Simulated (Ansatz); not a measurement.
`C[SiH]1[NH][AlH]1` + H₂ → `[NH]1[AlH][SiH2]1` + CH₄ at 700 K and 1 bar (hydrogenolysis of the Si–C bond).

Calculated with Ansatz (gas phase, PBE0-D4/def2-TZVP geometries, no zero-point term in ΔE). CCSD(T)/CBS is the MP2 limit (def2-TZVPP, def2-QZVPP) plus CCSD(T) − MP2 in def2-TZVPP, frozen cores. This one scheme is used for every species.

| species | CCSD(T)/CBS energy (Eh) | H − E (kJ/mol) | S (J/(mol·K)) |
| --- | --- | --- | --- |
| `C[SiH]1[NH][AlH]1` | -627.47167 | 252.9 | 438.4 |
| H₂ | -1.17544 | 46.8 | 155.3 |
| `[NH]1[AlH][SiH2]1` | -588.19433 | 157.9 | 368.9 |
| CH₄ | -40.46206 | 145.9 | 224.0 |

H − E and S are ideal-gas, rigid-rotor, harmonic terms from PBE0-D4/def2-TZVP, for one conformer and one mirror image of each species. The MP2-based limit puts H₂ 0.8 mEh under its directly extrapolated value; such offsets cancel only in part. 1 Eh = 2625.50 kJ/mol, R = 8.31446 J/(mol·K).

**Question.** By hand: ΔE, ΔH, ΔS and ΔG.

**Answer.** ΔE = (-588.19433) + (-40.46206) − (-627.47167) − (-1.17544) = -0.00928 Eh = -24.4 kJ/mol. Δ(H − E) = 157.9 + 145.9 − 252.9 − 46.8 = 4.1, so ΔH = -20.3 kJ/mol. ΔS = 368.9 + 224.0 − 438.4 − 155.3 = -0.8 J/(mol·K). ΔG = -20.3 − 700 × (-0.8)/1000 = -19.7 kJ/mol.

**Question.** By hand: the equilibrium constant, and the temperature at which ΔG would vanish if ΔH and ΔS stayed fixed.

**Answer.** log₁₀ K = −ΔG/(RT ln 10) = 1.5. ΔG = 0 at ΔH/ΔS = 25375 K, far beyond where these terms or the molecules hold.

The number of gas molecules stays the same, so ΔS is small and ΔH decides. A doubt of 5 kJ/mol in ΔE shifts log₁₀ K by 0.4 here. Other conformers and mirror images would add mixing entropy, several J/(mol·K) or more a flexible species. These are equilibria of isolated gas molecules and say nothing of rates. Largest T1 diagnostic: 0.015 (customary marks: 0.02 for closed shells, 0.045 for open ones).
